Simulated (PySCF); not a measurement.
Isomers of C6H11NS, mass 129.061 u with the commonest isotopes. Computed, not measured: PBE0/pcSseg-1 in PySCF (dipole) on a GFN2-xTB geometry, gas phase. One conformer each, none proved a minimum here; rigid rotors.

Task: Order these by dipole moment, smallest first.
A. `[CH3:1][C@@:2]1([CH2:3][NH2:4])[CH2:5][CH2:6][C:7]1=[S:8]` with C1–C2–C3–N4 -60°, C2–C3–N4–H -58° and 62°
B. `[CH3:1][C:2](=[S:3])[NH:4][CH:5]1[CH2:6][CH2:7][CH2:8]1` with C1–C2–N4–C5 4°, C2–N4–C5–C6 101°, N4–C5–C6–C7 128°, C5–C6–C7–C8 -10°, C6–C7–C8–C5 10°, N4–C5–C8–C7 -129°
C. `[CH3:1]/[N:2]=[CH:3]/[C@H:4]1[CH2:5][CH2:6][CH2:7][S:8]1` with N2–C3–C4–C5 0°, C3–C4–C5–C6 79°, C4–C5–C6–C7 50°, C5–C6–C7–S8 -38°, C6–C7–S8–C4 14°
D. `[CH2:1]=[CH:2][CH2:3][C:4](=[S:5])[N:6]([CH3:7])[CH3:8]` with C1–C2–C3–C4 133°, C2–C3–C4–S5 101°, C3–C4–N6–C7 0°

Result: C (1.04 D), A (2.79 D), D (4.83 D), B (5.22 D).

Task: Order these by rotational constant B, smallest first.
A. `[CH3:1]/[N:2]=[CH:3]/[C@H:4]1[CH2:5][CH2:6][CH2:7][S:8]1` with N2–C3–C4–C5 0°, C3–C4–C5–C6 79°, C4–C5–C6–C7 50°, C5–C6–C7–S8 -38°, C6–C7–S8–C4 14°
B. `[CH3:1][C:2](=[S:3])[NH:4][CH:5]1[CH2:6][CH2:7][CH2:8]1` with C1–C2–N4–C5 4°, C2–N4–C5–C6 101°, N4–C5–C6–C7 128°, C5–C6–C7–C8 -10°, C6–C7–C8–C5 10°, N4–C5–C8–C7 -129°
C. `[CH3:1][C@@:2]1([CH2:3][NH2:4])[CH2:5][CH2:6][C:7]1=[S:8]` with C1–C2–C3–N4 -60°, C2–C3–N4–H -58° and 62°
D. `[CH2:1]=[CH:2][CH2:3][C:4](=[S:5])[N:6]([CH3:7])[CH3:8]` with C1–C2–C3–C4 133°, C2–C3–C4–S5 101°, C3–C4–N6–C7 0°

Result: B (821.8 MHz), A (1165 MHz), D (1324 MHz), C (1684 MHz).

Task: Order these by rotational constant C, smallest first.
A. `[CH3:1][C@@:2]1([CH2:3][NH2:4])[CH2:5][CH2:6][C:7]1=[S:8]` with C1–C2–C3–N4 -60°, C2–C3–N4–H -58° and 62°
B. `[CH2:1]=[CH:2][CH2:3][C:4](=[S:5])[N:6]([CH3:7])[CH3:8]` with C1–C2–C3–C4 133°, C2–C3–C4–S5 101°, C3–C4–N6–C7 0°
C. `[CH3:1][C:2](=[S:3])[NH:4][CH:5]1[CH2:6][CH2:7][CH2:8]1` with C1–C2–N4–C5 4°, C2–N4–C5–C6 101°, N4–C5–C6–C7 128°, C5–C6–C7–C8 -10°, C6–C7–C8–C5 10°, N4–C5–C8–C7 -129°
D. `[CH3:1]/[N:2]=[CH:3]/[C@H:4]1[CH2:5][CH2:6][CH2:7][S:8]1` with N2–C3–C4–C5 0°, C3–C4–C5–C6 79°, C4–C5–C6–C7 50°, C5–C6–C7–S8 -38°, C6–C7–S8–C4 14°

Result: C (765.0 MHz), B (900.5 MHz), D (1032 MHz), A (1203 MHz).

```tsv
SMILES	point group	Ia (u·Å²)	Ib (u·Å²)	Ic (u·Å²)	κ	μa (D)	μb (D)	μc (D)
C=CCC(=S)N(C)C	C1	225.76	381.63	561.19	-0.37	2.15	4.31	0.39
CC(=S)NC1CCC1	C1	122.65	614.95	660.66	-0.97	4.89	1.73	0.58
C[C@@]1(CN)CCC1=S	C1	262.55	300.04	419.93	0.33	1.40	2.33	0.65
C/N=C/[C@H]1CCCS1	C1	168.96	433.91	489.63	-0.86	0.72	0.72	0.21
```
